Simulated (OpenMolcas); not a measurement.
**Nd III: the spin-orbit constant, worked from levels**

| Quantity | Value |
| --- | --- |
| Program | OpenMolcas |
| Basis | ANO-RCC-VTZP [8s7p5d3f2g1h] |
| Scalar Hamiltonian | DKH2, point nucleus |
| Active space | 4 electrons in 7 orbitals (4f) |
| State averaging | 2S+1 = 5 even, 35 roots; 2S+1 = 3 even, 210 roots; 2S+1 = 1 even, 196 roots (190 in the spin-orbit step) |
| Spin-orbit coupling | RASSI with atomic mean-field integrals over the reference wave functions, term energies averaged over their components |

Methods: CASSCF; SS-CASPT2, IPEA 0.25 Eh, imaginary shift 0.1 Eh (closed shells correlated: 5s 5p). Measured levels: Ding et al., The Spectrum and Energy Levels of the Low-lying Configurations of Nd III (preprint, 2023).

**The spin-orbit constant.** For the Hund term ⁵I of f4, E(J) = (A/2) J(J+1) + constant and ζ = 2S·A = 4A. From J = 4 to J = 8 the energy changes by 26 A.

```tsv
Source	E(8) - E(4)	A	ζ
CASSCF	5523.1	212.4	850
SS-CASPT2	5527.5	212.6	850
measured	5093.3	195.9	784
```

All in cm-1. SS-CASPT2 is off by +8.5 % and CASSCF by +8.4 %. Both methods take the spin-orbit matrix elements from the reference wave functions, so the second can move ζ only through the term energies and any multistate remixing. Second-order mixing with other terms is absorbed into this ζ.

CASPT2 does not keep the components of a term degenerate, so their means are used; among the terms shown or strongly mixed into the levels shown the widest spread is 1000 cm-1 (4f⁴ ⁵I, SS-CASPT2). Over all roots computed the reference weight is 0.83 to 0.90 in SS-CASPT2; the roots of lowest weight are the least certain, and an intruder state may touch them. High states are left out of the spin-orbit mixing, which shifts the levels that they would mix with. Without dynamic correlation excited terms often stand tens of per cent too high (terms of higher spin than the ground term too low), and those without a measured partner can miss by more than the paired ones (holds for CASSCF). Measured partners are found by configuration, term and J. A level has none where our copy of the source lacks it or the pairing is in doubt (some pairs that miss far off the trend of their configuration count as doubtful), and it then counts in no deviation. Only configurations of the active space appear.
